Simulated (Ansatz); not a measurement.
Several settings on one geometry of Ga4O12H12, a hydroxylated oxide cluster (that of the charge 0 singlet, r2SCAN-D4/def2-SVP). Ansatz on 2 threads of AMD EPYC 7R13 on a shared host and a share (18 GiB) of an NVIDIA H100 80GB HBM3; times are rough.

```xyz
28

Ga    0.329    0.533    1.199
Ga    1.413    2.208   -0.932
Ga    0.249   -2.400   -0.363
Ga   -2.313   -0.560    0.243
O     0.318    1.625   -2.286
O     0.332    2.474    0.632
O     2.527    3.515   -1.413
O     0.956    0.647    2.903
O    -4.052   -0.476   -0.121
O    -0.819    0.192   -0.522
O    -1.648    0.235    1.803
O     1.912    0.631   -0.050
O     1.211   -1.536   -1.646
O    -1.687   -2.277   -0.256
O     0.504   -1.449    1.236
O     0.510   -4.163   -0.170
H     0.273    2.164   -3.085
H    -0.505    2.952    0.578
H     3.185    3.727   -0.739
H     1.347    1.509    3.088
H    -4.498    0.260    0.317
H    -0.661    0.721   -1.351
H    -1.661   -0.154    2.688
H     1.910   -0.172   -0.633
H     0.693   -0.877   -2.134
H    -2.150   -3.108   -0.086
H     1.166   -1.709    1.891
H     1.162   -4.511   -0.790
```

Totals from different functionals, basis sets or treatments of relativity can't be compared as stabilities.

DK, ANO-RCC and x2c sets are all-electron and run with scalar relativity unless a key says otherwise.

The spins typed aren't always the lowest for that charge.

Question: Give the basis size and estimate the energy, ⟨S²⟩, dipole and time of these runs.

| run | method | charge | state | further keys |
| --- | --- | --- | --- | --- |
| 1 | UKS ωPBEh/def2-mTZVPP | 0 | singlet | fitting: {mean_field: def2-universal-jkfit}; final_grid: {core_spheres: 8, valence_spheres: 7, degree: 23}; scf: {omitted_lower_state_checks: [starts]} |
| 2 | RKS ωPBEh/def2-mTZVP | 0 | singlet | fitting: {mean_field: def2-universal-jkfit}; scf: {omitted_lower_state_checks: [starts]}; forces asked |
| 3 | RKS PBE/ANO-RCC-VTZP | 0 | singlet | fitting: {mean_field: def2-universal-jkfit}; scf: {lower_state_search: light}; forces asked |
| 4 | UKS PBE0-D4/pcseg-2 | -1 | doublet | fitting: {mean_field: def2-universal-jkfit}; final_grid: {core_spheres: 20, valence_spheres: 16, degree: 47}; forces asked |

Answer: 
```tsv
run	functions	energy (Eh)	⟨S²⟩	dipole (D)	wall time
1	492	-8608.3629	0.00	–	7 s
2	468	-8608.3196	–	3.20	9 s
3	700	-8685.0593	–	3.02	47 s
4	700	-8608.5144	0.75	–	27 s
```

The highest occupied level of an anion often lies above zero with these methods, and sets without diffuse functions describe the outer electron poorly.
